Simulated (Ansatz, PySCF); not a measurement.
This PySCF input computes a SVWN5/def2-TZVPD energy:

```python
from pyscf import gto, scf, dft

mol = gto.M(
    atom='''
    C    -2.21653888   -0.07656247   -0.05631835
    C    -0.73395441   -0.15614238    0.10388420
    C    -0.00797173   -0.97803240    0.91582098
    C     1.41478801   -0.79456615    0.82612956
    C     1.68639938    0.17654419   -0.06797626
    S     0.33071720    0.88891058   -0.81368150
    H    -2.60284328    0.91101247    0.20531910
    H    -2.69087305   -0.80689452    0.60050035
    H    -2.52857337   -0.29345511   -1.08032108
    H    -0.46832377   -1.70586370    1.57110457
    H     2.14280402   -1.35481308    1.39306031
    ''',
    basis='def2-tzvpd',
    charge=0,
    spin=1,
    verbose=4,
)

mf = dft.UKS(mol, xc='svwn').density_fit(auxbasis='def2-universal-jkfit')
mf.grids.level = 3
mf.conv_tol = 1e-9
mf.max_cycle = 100
mf.max_memory = 1500
mf.kernel()
if not mf.converged:
    mf = mf.newton()
    mf.kernel(mf.make_rdm1())
for _ in range(2):
    mo, _, stable, _ = mf.stability(return_status=True)
    if stable:
        break
    mf.kernel(mf.make_rdm1(mo, mf.mo_occ))
mf.analyze()
```

Write an input for the same energy in Ansatz (a quantum-chemistry and plane-wave program) and say what it gives.


Ansatz 0.2 input:
```yaml
crystal:
  periodic: [false, false, false]
  atoms:
    - {symbol: C, position_ang: [-2.21653888, -0.07656247, -0.05631835]}
    - {symbol: C, position_ang: [-0.73395441, -0.15614238, 0.10388420]}
    - {symbol: C, position_ang: [-0.00797173, -0.97803240, 0.91582098]}
    - {symbol: C, position_ang: [1.41478801, -0.79456615, 0.82612956]}
    - {symbol: C, position_ang: [1.68639938, 0.17654419, -0.06797626]}
    - {symbol: S, position_ang: [0.33071720, 0.88891058, -0.81368150]}
    - {symbol: H, position_ang: [-2.60284328, 0.91101247, 0.20531910]}
    - {symbol: H, position_ang: [-2.69087305, -0.80689452, 0.60050035]}
    - {symbol: H, position_ang: [-2.52857337, -0.29345511, -1.08032108]}
    - {symbol: H, position_ang: [-0.46832377, -1.70586370, 1.57110457]}
    - {symbol: H, position_ang: [2.14280402, -1.35481308, 1.39306031]}
basis:
  gaussian:
    orbitals: def2-TZVPD
hamiltonian:
  xc: {name: SVWN5}
magnetization: {spin_polarized: true, initial_magnetization: 1}
output: {forces: true}
```
It gives -588.56786 Eh, and PySCF -588.56796 Eh, a difference of 0.10 mEh, from the treatment of integrals and grids.

It need not be the lowest isomer of its formula.
